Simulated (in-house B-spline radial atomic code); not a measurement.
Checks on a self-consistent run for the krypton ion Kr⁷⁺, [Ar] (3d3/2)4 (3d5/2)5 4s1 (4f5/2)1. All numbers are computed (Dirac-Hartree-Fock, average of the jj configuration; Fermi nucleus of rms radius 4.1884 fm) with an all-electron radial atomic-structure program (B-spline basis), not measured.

```json
{"orbital": "1s1/2", "q": "2", "ε (Eh)": "-535.00376", "<1/r>": "36.7696", "<r²>": "0.00231663", "small-component weight": "0.017073"}
{"orbital": "2s1/2", "q": "2", "ε (Eh)": "-77.32886", "<1/r>": "8.26119", "<r²>": "0.0393716", "small-component weight": "0.0034206"}
{"orbital": "2p1/2", "q": "2", "ε (Eh)": "-70.15352", "<1/r>": "8.19229", "<r²>": "0.030382", "small-component weight": "0.003386"}
{"orbital": "2p3/2", "q": "4", "ε (Eh)": "-68.12390", "<1/r>": "7.91426", "<r²>": "0.0317527", "small-component weight": "0.0033061"}
{"orbital": "3s1/2", "q": "2", "ε (Eh)": "-16.13166", "<1/r>": "2.75491", "<r²>": "0.311087", "small-component weight": "0.00085506"}
{"orbital": "3p1/2", "q": "2", "ε (Eh)": "-13.55175", "<1/r>": "2.64264", "<r²>": "0.318185", "small-component weight": "0.00080379"}
{"orbital": "3p3/2", "q": "4", "ε (Eh)": "-13.16102", "<1/r>": "2.57579", "<r²>": "0.329539", "small-component weight": "0.00078168"}
{"orbital": "3d3/2", "q": "4", "ε (Eh)": "-8.73921", "<1/r>": "2.36102", "<r²>": "0.333423", "small-component weight": "0.0006752"}
{"orbital": "3d5/2", "q": "5", "ε (Eh)": "-8.67076", "<1/r>": "2.34485", "<r²>": "0.336968", "small-component weight": "0.00066947"}
{"orbital": "4s1/2", "q": "1", "ε (Eh)": "-4.88613", "<1/r>": "1.03253", "<r²>": "1.89311", "small-component weight": "0.00020036"}
{"orbital": "4f5/2", "q": "1", "ε (Eh)": "-2.08419", "<1/r>": "0.554934", "<r²>": "4.84035", "small-component weight": "6.6094e-05"}
```

Electron-electron repulsion V_ee = 934.9319 hartree.

(1) What total energy follows from the eigenvalues?

(2) Does the Dirac virial theorem hold?

(3) What diamagnetic shielding (Lamb formula) and susceptibility (Langevin formula) do the radii give?

Answers

(1) The eigenvalues count the repulsion twice, so E = Σqε - V_ee = -1834.760 - 934.932 = -2769.692 hartree; the run printed -2769.692.

(2) For a point nucleus E = -2c²Σq·w, with w the small-component weight. Here Σq·w = 0.073744 and c = 137.0360, so the ratio E/(-2c²Σq·w) is 1.000016; the finite nucleus accounts for the departure from 1.

(3) σ = (α²/3)Σq<1/r> = 181.957/(3·137.036²) = 3229.8 ppm, and χ = -0.79199×10⁻⁶·Σq<r²> = -9.979×10⁻⁶ cm³/mol with Σq<r²> = 12.6 bohr². Both are non-relativistic formulas without the paramagnetism of open shells.
